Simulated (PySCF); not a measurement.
# One molecule, several mistakes: Al2BH5N

These are calculations, not measurements. The program is PySCF 2.14.0, an open-source quantum chemistry code, run on an isolated molecule that a program drew, which may never have been made. The molecule is Al2BH5N (charge 0, doublet), drawn as the SMILES string `[BH2][Al]([NH2])[AlH]`.

Each row is a Hartree-Fock (HF) and frozen-core CCSD(T) single point in the cc-pV(D+d)Z basis, meant for a local HF minimum. Run 1 is clean. Each other run has one planted mistake out of seven kinds, and not every kind appears here: one electron removed, one electron added, multiplicity raised by two, geometry at a saddle point, minimal basis STO-3G, one bond length entered in bohr, all coordinates scaled. The reference is restricted for singlets and unrestricted otherwise, and also for a bond in bohr. Adding or removing an electron swaps singlet and doublet. Electrons count all cores. HOMO and LUMO are orbital energies over both spins, the gradient is its largest component, and the lowest frequency (negative if imaginary) is given only where the gradient is small. Bond lengths are over the 8 bonds as drawn. T1 is the CCSD diagnostic: over 0.02 (restricted) or 0.045 (unrestricted) a single reference is doubtful.

Geometry of the clean run:
```xyz
9
Al2BH5N, angstrom
B    -1.0190    1.7571    2.6976
Al   -0.8454    0.4481    0.9932
N    -2.1938    0.3418   -0.1592
Al    1.1869   -1.1903    0.6110
H    -0.8458    2.9482    2.6255
H    -1.2417    1.3484    3.8104
H    -3.0416    0.8765   -0.1078
H    -2.2373   -0.2614   -0.9593
H     2.6575   -0.7304    0.1760
```

```
run  electrons  basis functions  <S^2>  HOMO (eV)  LUMO (eV)  gradient (hartree/bohr)  lowest frequency (cm^-1)  mean bond (Å)  longest bond (Å)      T1  HF (hartree)  CCSD(T) (hartree)                          mistake
  1         43               99  0.784      -6.99       0.40                  2.1e-05                        97         1.5739             2.638  0.0198    -565.84848         -566.27288                         no fault
  2         43               99  0.785      -7.07       0.36                  3.0e-02                         -         1.6400             2.749  0.0207    -565.83718         -566.26595           all coordinates scaled
  3         43               99  0.982      -7.43       0.88                  9.5e-03                         -         1.8673             4.986  0.0462    -565.80883         -566.23116  one bond length entered in bohr
  4         43               99  3.805      -6.91      -0.76                  3.8e-02                         -         1.5739             2.638  0.0363    -565.76664         -566.18322       multiplicity raised by two
  5         43               33  0.782      -2.73       7.25                  3.4e-02                         -         1.5739             2.638  0.0189    -558.94004         -559.11126             minimal basis STO-3G
  6         44               99  0.000      -0.38       5.06                  2.3e-02                         -         1.5739             2.638  0.0451    -565.83337         -566.29878                                ?
```

**Which mistake was planted in run 6, and what did it cost?**

It counts 44 electrons, one more than the clean run, at the same geometry and basis. So the mistake is: one electron added. Subtracting run 1 and multiplying by 627.51 kcal/mol a hartree, the energy moved by 9.5 kcal/mol in HF and -16.3 kcal/mol in CCSD(T).

Cautions from the logs. Run 3: T1 is over the limit, so its CCSD(T) energy is less reliable; run 6: T1 is over the limit, so its CCSD(T) energy is less reliable.
